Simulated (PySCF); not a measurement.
Cl$_{2}$Ni, triplet, geometry from GFN2-xTB (such geometries of metal compounds can be far from the true shape); PBE0/def2-SVP run with PySCF.

Input for PySCF:
```python
from pyscf import gto, scf, dft

mol = gto.M(
    atom='''
Ni    0.00000000    0.00000000    0.00000000
Cl    0.00000000    0.00000000    1.93482584
Cl   -0.00000000   -0.00000000   -1.93482584
''',
    basis='def2-svp',
    spin=2,
    verbose=4,
)

mf = dft.UKS(mol)
mf.xc = 'pbe0'
mf.grids.level = 2
mf.kernel()
mf.analyze()
```

It wrote (shortened):

```
PySCF version 2.14.0

[INPUT] verbose = 4
[INPUT] num. atoms = 3
[INPUT] num. electrons = 62
[INPUT] charge = 0
[INPUT] spin (= nelec alpha-beta = 2S) = 2
[INPUT] symmetry False subgroup None
[INPUT] Mole.unit = angstrom
[INPUT] Symbol           X                Y                Z      unit          X                Y                Z       unit  Magmom
[...]
nuclear repulsion = 299.894078204879
number of shells = 27
number of NR pGTOs = 145
number of NR cGTOs = 67
basis = def2-svp
ecp = {}

******** <class 'pyscf.dft.uks.UKS'> ********
method = UKS
initial guess = minao
damping factor = 0
level_shift factor = 0
DIIS = <class 'pyscf.scf.diis.CDIIS'>
diis_start_cycle = 1
diis_space = 8
diis_damp = 0
SCF conv_tol = 1e-09
SCF conv_tol_grad = None
SCF max_cycles = 50
direct_scf = True
direct_scf_tol = 1e-13
number electrons alpha = 32  beta = 30
XC library pyscf.dft.libxc version 7.1.2
    S. Lehtola, C. Steigemann, M. J. T. Oliveira, and M. A. L. Marques,  SoftwareX 7, 1–5 (2018)
XC functionals = pbe0
    C. Adamo and V. Barone,  J. Chem. Phys. 110, 6158 (1999)
    M. Ernzerhof and G. E. Scuseria,  J. Chem. Phys. 110, 5029 (1999)
radial grids:
    Treutler-Ahlrichs [JCP 102, 346 (1995); DOI:10.1063/1.469408] (M4) radial grids

becke partition: Becke, JCP 88, 2547 (1988); DOI:10.1063/1.454033
pruning grids: <function nwchem_prune>
grids dens level: 2
symmetrized grids: False
atomic radii adjust function: <function treutler_atomic_radii_adjust>
small_rho_cutoff = 0
Set gradient conv threshold to 3.16228e-05
tot grids = 36536
init E= -2427.10837620516

cycle= 1 E= -2411.03641070452  delta_E= 16.1  |g|= 3.82  |ddm|= 8.98

cycle= 2 E= -2398.24924446726  delta_E= 12.8  |g|= 5.02  |ddm|= 8.89
cycle= 3 E= -2423.59991253423  delta_E= -25.4  |g|= 2.98  |ddm|= 7.12
cycle= 4 E= -2425.9246465574  delta_E= -2.32  |g|= 2.07  |ddm|= 1.67
cycle= 5 E= -2425.57692625721  delta_E= 0.348  |g|= 2.33  |ddm|= 0.719
cycle= 6 E= -2425.53048066182  delta_E= 0.0464  |g|= 2.36  |ddm|= 0.136
cycle= 7 E= -2425.572752114  delta_E= -0.0423  |g|= 2.34  |ddm|= 0.116
cycle= 8 E= -2425.7393861309  delta_E= -0.167  |g|= 2.26  |ddm|= 0.0912
cycle= 9 E= -2426.97606827133  delta_E= -1.24  |g|= 1.37  |ddm|= 0.717
cycle= 10 E= -2426.82985977668  delta_E= 0.146  |g|= 1.67  |ddm|= 1.79
cycle= 11 E= -2427.62430799992  delta_E= -0.794  |g|= 0.579  |ddm|= 0.874
cycle= 12 E= -2427.72749105589  delta_E= -0.103  |g|= 0.214  |ddm|= 0.313
cycle= 13 E= -2427.74464710766  delta_E= -0.0172  |g|= 0.0227  |ddm|= 0.168
cycle= 14 E= -2427.74516865838  delta_E= -0.000522  |g|= 0.00665  |ddm|= 0.0429
cycle= 15 E= -2427.74545505749  delta_E= -0.000286  |g|= 0.0054  |ddm|= 0.0418
cycle= 16 E= -2427.7456999788  delta_E= -0.000245  |g|= 0.00362  |ddm|= 0.0515
cycle= 17 E= -2427.74582812832  delta_E= -0.000128  |g|= 0.00147  |ddm|= 0.0531
cycle= 18 E= -2427.7458424977  delta_E= -1.44e-05  |g|= 0.000486  |ddm|= 0.0167
cycle= 19 E= -2427.7458449015  delta_E= -2.4e-06  |g|= 0.000107  |ddm|= 0.0107
cycle= 20 E= -2427.74584490858  delta_E= -7.08e-09  |g|= 2.07e-05  |ddm|= 0.000602
cycle= 21 E= -2427.74584491056  delta_E= -1.98e-09  |g|= 6.66e-06  |ddm|= 0.00026
cycle= 22 E= -2427.74584491075  delta_E= -1.81e-10  |g|= 5.37e-06  |ddm|= 3.38e-05
Extra cycle  E= -2427.74584491081  delta_E= -6.37e-11  |g|= 3.2e-06  |ddm|= 1.64e-05
converged SCF energy = -2427.74584491081  <S^2> = 2.0044715  2S+1 = 3.0029795
**** SCF Summaries ****
Total Energy =                       -2427.745844910809865
Nuclear Repulsion Energy =             299.894078204878667
One-electron Energy =                -3962.519866094419285
Two-electron Energy =                 1234.879942978730924
Two-electron Coulomb Energy =         1354.156898931036494
DFT Exchange-Correlation Energy =     -119.276955952305514
**** MO energy ****
                             alpha | beta                alpha | beta
[...]
To work with the spin densities directly, `use mulliken_meta_spin()` only printing them here.

 ** Mulliken spin pop alpha/beta on meta-lowdin orthogonal AOs **
 ** Mulliken Spin Density (per AO)  **
spin_pop of  0 Ni 1s        0.00000
spin_pop of  0 Ni 2s        0.00000
spin_pop of  0 Ni 3s        0.00001
spin_pop of  0 Ni 4s        0.07076
spin_pop of  0 Ni 5s        0.00334
spin_pop of  0 Ni 2px      -0.00000
spin_pop of  0 Ni 2py      -0.00000
spin_pop of  0 Ni 2pz      -0.00000
spin_pop of  0 Ni 3px       0.00001
spin_pop of  0 Ni 3py       0.00002
spin_pop of  0 Ni 3pz       0.00002
spin_pop of  0 Ni 4px      -0.00539
spin_pop of  0 Ni 4py       0.00381
spin_pop of  0 Ni 4pz       0.00051
spin_pop of  0 Ni 3dxy      0.00292
spin_pop of  0 Ni 3dyz      0.00104
spin_pop of  0 Ni 3dz^2     0.32076
spin_pop of  0 Ni 3dxz      0.73019
spin_pop of  0 Ni 3dx2-y2    0.57859
spin_pop of  0 Ni 4dxy      0.00061
spin_pop of  0 Ni 4dyz      0.00049
spin_pop of  0 Ni 4dz^2     0.00032
spin_pop of  0 Ni 4dxz      0.00143
spin_pop of  0 Ni 4dx2-y2    0.00201
spin_pop of  0 Ni 4f-3     -0.00000
spin_pop of  0 Ni 4f-2     -0.00000
spin_pop of  0 Ni 4f-1     -0.00002
spin_pop of  0 Ni 4f+0     -0.00000
spin_pop of  0 Ni 4f+1      0.00000
spin_pop of  0 Ni 4f+2     -0.00002
spin_pop of  0 Ni 4f+3     -0.00000
spin_pop of  1 Cl 1s        0.00000
spin_pop of  1 Cl 2s       -0.00000
spin_pop of  1 Cl 3s        0.00106
spin_pop of  1 Cl 4s        0.00010
spin_pop of  1 Cl 2px       0.00001
spin_pop of  1 Cl 2py      -0.00000
spin_pop of  1 Cl 2pz       0.00000
spin_pop of  1 Cl 3px       0.13738
spin_pop of  1 Cl 3py      -0.00181
spin_pop of  1 Cl 3pz       0.00915
spin_pop of  1 Cl 4px      -0.00013
spin_pop of  1 Cl 4py       0.00002
spin_pop of  1 Cl 4pz       0.00015
spin_pop of  1 Cl 3dxy     -0.00001
spin_pop of  1 Cl 3dyz     -0.00014
spin_pop of  1 Cl 3dz^2    -0.00039
spin_pop of  1 Cl 3dxz     -0.00111
spin_pop of  1 Cl 3dx2-y2    0.00002
spin_pop of  2 Cl 1s        0.00000
spin_pop of  2 Cl 2s       -0.00000
spin_pop of  2 Cl 3s        0.00106
spin_pop of  2 Cl 4s        0.00010
spin_pop of  2 Cl 2px       0.00001
spin_pop of  2 Cl 2py      -0.00000
spin_pop of  2 Cl 2pz       0.00000
spin_pop of  2 Cl 3px       0.13738
spin_pop of  2 Cl 3py      -0.00181
spin_pop of  2 Cl 3pz       0.00915
spin_pop of  2 Cl 4px      -0.00013
spin_pop of  2 Cl 4py       0.00002
spin_pop of  2 Cl 4pz       0.00015
spin_pop of  2 Cl 3dxy     -0.00001
spin_pop of  2 Cl 3dyz     -0.00014
spin_pop of  2 Cl 3dz^2    -0.00039
spin_pop of  2 Cl 3dxz     -0.00111
spin_pop of  2 Cl 3dx2-y2    0.00002
 ** Mulliken Spin Density (per atom)  **
spin density of  0 Ni =      1.71141
spin density of  1 Cl =      0.14429
spin density of  2 Cl =      0.14429
 ** Mulliken pop alpha/beta on meta-lowdin orthogonal AOs **
 ** Mulliken pop       alpha | beta **
In total            32.00000 | 30.00000
 ** Mulliken atomic charges   ( Nelec_alpha | Nelec_beta ) **
charge of  0Ni =      1.06371  (    14.32385     12.61244 )
charge of  1Cl =     -0.53186  (     8.83807      8.69378 )
charge of  2Cl =     -0.53186  (     8.83807      8.69378 )
Dipole moment(X, Y, Z, Debye):  0.00000,  0.00000,  0.00000
```
